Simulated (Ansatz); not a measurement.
Basis sets compared for SiCl4. Charge 0, multiplicity 1. Geometry PBE-D4/def2-SVP. Ansatz on 2 threads of Arm Neoverse V1 on a shared host; times are rough, and most runs start from earlier orbitals.

```xyz
5

Si    0.000    0.000    0.001
Cl    0.715   -1.826   -0.605
Cl   -1.233   -0.250    1.622
Cl   -1.054    0.863   -1.534
Cl    1.573    1.213    0.516
```

Binding counts from free atoms (Si triplet, Cl doublet) in the same basis, without a counterpoise term.

| level | functions | energy (Eh) | HOMO (eV) | LUMO (eV) | binding per atom (eV) | wall time |
| --- | --- | --- | --- | --- | --- | --- |
| HF/STO-3G | 45 | -2104.1264 | -12.05 | 4.47 | 2.67 | 0.25 s |
| HF/def2-TZVP | 185 | -2127.2086 | -12.92 | 3.05 | 2.45 | 3.2 s |
| PBE-D4/def2-SVP | 90 | -2128.9325 | -7.94 | -1.69 | 3.38 | 1.2 s |
| PBE-D4/def2-TZVP | 185 | -2129.6836 | -8.12 | -2.02 | 3.41 | 2.6 s |
| PBE0-D4/def2-SVP | 90 | -2129.1130 | -9.47 | -0.74 | 3.30 | 1.8 s |
| PBE0-D4/def2-TZVP | 185 | -2129.8565 | -9.57 | -1.03 | 3.36 | 4.4 s |

Question: Estimate the rows for PBE0-D4/def2-QZVPP.

Answer: 
```
             level  functions  energy (Eh)  HOMO (eV)  LUMO (eV)  binding per atom (eV)  wall time
PBE0-D4/def2-QZVPP        350   -2129.9201      -9.60      -1.15                   3.36       16 s
```
